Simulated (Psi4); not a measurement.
Psi4 input (wB97X-D/6-311+G**):

```
memory 1500 MB

molecule {
0 2
C     1.63556800    0.05486500    0.11520200
C     0.46822100   -0.75087000   -0.32285800
C    -0.84603100   -0.30944500    0.29343800
F    -1.13290000    1.00676000   -0.08397100
H     1.52258100    1.11061900    0.31659200
H     2.63305000   -0.35995600    0.09317300
H     0.35432200   -0.70670800   -1.41792600
H     0.61564500   -1.81003900   -0.08488500
H    -0.80191200   -0.32928800    1.38458100
H    -1.67413700   -0.93276600   -0.05049400
symmetry c1
no_reorient
no_com
}

set {
  basis 6-311+G**
  reference uks
  scf_type df
  df_basis_scf def2-universal-jkfit
  dft_radial_points 99
  dft_spherical_points 590
  e_convergence 1e-8
  d_convergence 1e-7
  maxiter 150
}

e = energy('wb97x-d')
print_out(f'\nFINAL {e:.10f} DIPOLE {variable("CURRENT DIPOLE")[0]:.6f} {variable("CURRENT DIPOLE")[1]:.6f} {variable("CURRENT DIPOLE")[2]:.6f}\n')
```

From the output:

```
      71A      1.592392    72A      1.616648    73A      1.648560
      74A      1.673402    75A      1.692100    76A      1.731312
      77A      1.740547    78A      1.789138    79A      1.808331
      80A      1.876566    81A      1.935684    82A      1.950981
      83A      1.997598    84A      2.038749    85A      2.109862
      86A      2.176256    87A      2.214116    88A      2.235434
      89A      2.316397    90A      2.357955    91A      2.405025
      92A      2.533173    93A      2.550717    94A      2.599298
      95A      2.631284    96A      2.662897    97A      2.689107
      98A      2.708682    99A      2.746484   100A      2.792058
     101A      2.829883   102A      2.867772   103A      2.973712
     104A      2.988841   105A      3.083335   106A      3.255637
     107A      3.432239   108A      3.730574   109A      3.867060
     110A      3.873714   111A      3.913867   112A      3.942964
     113A      4.007530   114A      4.210944   115A      4.244488
     116A      4.424045   117A      4.920635   118A      6.456854
     119A      6.484400   120A      6.718709   121A     23.930839
     122A     24.013616   123A     24.037355   124A     66.952257

    Final Occupation by Irrep:
              A
    DOCC [    16 ]
    SOCC [     1 ]
    NA   [    17 ]
    NB   [    16 ]

  @DF-UKS Final Energy:  -217.70202002006135

   => Energetics <=

    Nuclear Repulsion Energy =            122.3932487979213590
    One-Electron Energy =                -539.4575477180991356
    Two-Electron Energy =                 219.3336364374365246
    DFT Exchange-Correlation Energy =     -19.9680346745082709
    Empirical Dispersion Energy =          -0.0033228628118799
    VV10 Nonlocal Energy =                  0.0000000000000000
    Total Energy =                       -217.7020200200613544

  UHF NO Occupations:
  HONO-2 :   15  A 1.9996723
  HONO-1 :   16  A 1.9987974
  HONO-0 :   17  A 1.0000000
  LUNO+0 :   18  A 0.0012026
  LUNO+1 :   19  A 0.0003277
  LUNO+2 :   20  A 0.0003164
  LUNO+3 :   21  A 0.0002791

Computation Completed

Properties will be evaluated at   0.000000,   0.000000,   0.000000 [a0]

Properties computed using the SCF density matrix

 Multipole Moments:

 ------------------------------------------------------------------------------------
     Multipole            Electronic (a.u.)      Nuclear  (a.u.)        Total (a.u.)
 ------------------------------------------------------------------------------------

 L = 1.  Multiply by 2.5417464519 to convert [e a0] to [Debye]
 Dipole X            :          0.1876862           -0.0000057            0.1876805
 Dipole Y            :         -0.7931030            0.0000038           -0.7930992
 Dipole Z            :          0.0873834           -0.0000113            0.0873720
 Magnitude           :                                                    0.8196732

 ------------------------------------------------------------------------------------

FINAL -217.7020200201 DIPOLE 0.187680 -0.793099 0.087372

*** Psi4 exiting successfully. Buy a developer a beer!
```

The geometry given is a B3LYP-D3(BJ)/def2-TZVP minimum.
